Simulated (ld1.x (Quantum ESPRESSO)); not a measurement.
carbon: from the effect back to the setting (RRKJ)

Base potential:

* Element: C
* Generator: ld1.x (Quantum ESPRESSO) 7.5
* Type: norm-conserving RRKJ (Kleinman–Bylander form)
* Functional: BLYP
* Relativity: scalar-relativistic
* Frozen core: [He]
* Valence charge: 4
* Reference configuration: 2s2 2p2
* Partial waves: 2s (bound): rc 1.00 bohr; 2p (bound): rc 3.00 bohr
* Local potential: the p channel
* Core correction: Bessel-smoothed model core, default radius (core density twice the valence density)
* rho0: 0.005

Cutoffs, loose and tight: the cutoffs (Ry, on a coarse ladder) from which the occupation-weighted sum of valence levels, in a spherical-Bessel basis at the reference potential, stays within 10 and 1 mRy of its value at 400 Ry. They do not see the model core or the augmentation charge, which bear on the density cutoff. Test errors are all-electron minus pseudo excitation energies from the reference, over the configurations 2s2 2p1; 2s2 2p0; 2s1 2p0; 2s1 2p3; 2s2 2p1.5; 2s2 2p2.3; 2s0 2p4; variants that change the core or the reference have their own tests.

Only the p radius is moved:

```csv
p radius (bohr),"cutoff, loose","cutoff, tight",bound ghosts,largest test error (meV),median size of the test errors
1.92,60 Ry,100 Ry,none,+470,3.3 meV
2.38,60 Ry,100 Ry,none,+993,27.6 meV
3.42,60 Ry,100 Ry,none,+3374,214.1 meV
4.02,60 Ry,100 Ry,none,+4976,363.6 meV
4.5,60 Ry,100 Ry,none,+6576,527.6 meV
```

Question: One more run gave cutoff, loose: 60 Ry; cutoff, tight: 100 Ry; bound ghosts: none; largest test error (meV): +2152; median size of the test errors: 113.7 meV. Which value of the p radius was used?

Answer: 2.96 bohr. The median size of the test errors moves one way along this sweep, from 3.3 meV at 1.92 to 527.6 meV at 4.5 bohr, which places the run between 2.38 and 3.42 bohr.
